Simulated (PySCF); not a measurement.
**Radial density of Ta²⁺ (tantalum, charge +2)**

B97-3, [Xe] 4f14 5d2 6s1, high-spin 4F determinant (an excited configuration). Computed with PySCF 2.14 in x2c-TZVPPall with one added diffuse shell each of s, p, d, f type (12s8p8d4f1g, 113 functions), with the spin-free X2C one-electron Hamiltonian (Gaussian nucleus).

```json
{"r (bohr)": "0.0139", "4πr²ρ (e/bohr)": "100.6", "4πr²(ρα − ρβ)": "0.0021"}
{"r (bohr)": "0.0234", "4πr²ρ (e/bohr)": "87.47", "4πr²(ρα − ρβ)": "-0.0009"}
{"r (bohr)": "0.0394", "4πr²ρ (e/bohr)": "112.7", "4πr²(ρα − ρβ)": "0.0115"}
{"r (bohr)": "0.0663", "4πr²ρ (e/bohr)": "129.4", "4πr²(ρα − ρβ)": "0.0479"}
{"r (bohr)": "0.112", "4πr²ρ (e/bohr)": "103.2", "4πr²(ρα − ρβ)": "0.1044"}
{"r (bohr)": "0.188", "4πr²ρ (e/bohr)": "113.3", "4πr²(ρα − ρβ)": "0.0136"}
{"r (bohr)": "0.316", "4πr²ρ (e/bohr)": "61.29", "4πr²(ρα − ρβ)": "0.1361"}
{"r (bohr)": "0.531", "4πr²ρ (e/bohr)": "62.41", "4πr²(ρα − ρβ)": "0.0478"}
{"r (bohr)": "0.893", "4πr²ρ (e/bohr)": "20.39", "4πr²(ρα − ρβ)": "0.4363"}
{"r (bohr)": "1.50", "4πr²ρ (e/bohr)": "7.506", "4πr²(ρα − ρβ)": "1.2996"}
{"r (bohr)": "2.53", "4πr²ρ (e/bohr)": "1.281", "4πr²(ρα − ρβ)": "0.9980"}
{"r (bohr)": "4.25", "4πr²ρ (e/bohr)": "0.1927", "4πr²(ρα − ρβ)": "0.1916"}
{"r (bohr)": "7.15", "4πr²ρ (e/bohr)": "0.0001355", "4πr²(ρα − ρβ)": "0.0001"}
{"r (bohr)": "12.0", "4πr²ρ (e/bohr)": "0.0001435", "4πr²(ρα − ρβ)": "0.0001"}
```

Densities and radii are taken from the X2C orbitals without a picture-change correction, which distorts them close to the nucleus.

Spin-orbit coupling, absent here, splits the open shell strongly.
